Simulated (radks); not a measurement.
The numbers below are computed, except where a source is named.
Q: The cobalt ion Co4+, [Ar] 3d5. Code: a radial shooting solver on a logarithmic mesh with Libxc functionals. Model: non-relativistic Kohn-Sham, exchange-only B88, spin-polarised, spherical densities, point nucleus. Every spin shell is full or empty, so the densities are truly spherical. Functionals are evaluated on that one density, not self-consistently. Rank these orbital-free kinetic functionals by their error against the exact value of the orbitals, and give that value: Thomas-Fermi, von Weizsacker, TF + vW, TF + vW/9, TF + vW/5, LC94, APBEK, revAPBEK, Perdew 92, Thakkar, Pearson, LKT, PG1, DePristo-Kress, Ernzerhof.

A: Exact: 1377.63 hartree. From best to worst, with 100 (|E| - |E exact|)/|E exact| (equal figures are ties): LC94 0.00, DePristo-Kress -0.08, APBEK +0.10, Ernzerhof -0.30, revAPBEK +0.36, Thakkar -0.40, Perdew 92 -0.74, TF + vW/9 -0.75, Pearson -1.29, TF + vW/5 +3.84, Thomas-Fermi -6.48, PG1 +19.80, LKT +24.85, TF + vW +45.13, von Weizsacker -48.39.
